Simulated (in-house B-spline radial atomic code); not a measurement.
Atomic self-consistent-field run: Sc IV (Sc3+). Method: Dirac-Kohn-Sham LDA VWN5, spherical fractional occupations, Fermi nucleus of rms radius 3.5459 fm, inside a hard spherical wall at 3.28 bohr. Calculated with a radial B-spline atomic code at the basis-set limit.

Command:
```bash
python run_scf.py task.json out
```
Settings (nuclear radius in fm, mass in u):
```
Z                21
configuration    [Ne] 3s2 3p6
hamiltonian      dirac
method           lda,vwn
spin_polarised   False
nucleus          fermi
rms_radius       3.5459
atomic_mass      44.95591
speed_of_light   137.035999084
wall_radius      3.28
```

Output (hartree, bohr):
```
 radial grid: 62 intervals, B-splines of order 8, outer radius 3.28 bohr

 iter        energy (Eh)    residual
    1        -756.414052    3.23e-01
    2        -759.665123    1.80e-01
    3        -760.570696    4.81e-02
    4        -760.644881    1.23e-02
    5        -760.648977    6.45e-03
    6        -760.650345    3.94e-04
    7        -760.650349    4.29e-06
    8        -760.650349    1.93e-07

 total energy                      -760.65035
 kinetic                             767.2282
 electron-nucleus                  -1789.0193
 Hartree                             297.4616
 exchange-correlation                -36.3209

 first-order corrections (not in the total)
   Gaunt                             0.2459
   retardation                      -0.0204
   frequency dependence             -0.0004
   self-energy                       0.1605
   Uehling                          -0.0121
   Wichmann-Kroll                    0.0000

 orbital      occ     eigenvalue          <r>       <r^2>       <1/r>     <1/r^2>       <r^4>       r_max    small
 1s1/2      2.000      -162.2992    0.0731983  0.00720562     20.7249     876.359 0.000133645     0.04791  5.62e-03
 2s1/2      2.000       -18.5786     0.344445    0.140477     4.29345     77.6104   0.0348896      0.2844  9.59e-04
 2p1/2      2.000       -15.5682     0.306439    0.116163     4.22973     25.1032   0.0280078      0.2309  9.42e-04
 2p3/2      4.000       -15.3982      0.30906    0.118015     4.18078     24.2005   0.0288285       0.233  9.32e-04
 3s1/2      2.000        -3.1516      1.05551     1.27866     1.33232     11.2844     2.56226      0.9206  2.02e-04
 3p1/2      2.000        -2.3710      1.11615     1.44775     1.22432     3.41016     3.38999       0.951  1.77e-04
 3p3/2      4.000        -2.3506      1.12266     1.46401      1.2147     3.29832     3.45976      0.9571  1.75e-04
```

Time taken, with all properties: 0.2 s on 1 thread of Intel(R) Xeon(R) Platinum 8375C CPU @ 2.90GHz, with other jobs on the host.

For the Dirac Hamiltonian the kinetic term is c α·p + (β - 1)c².
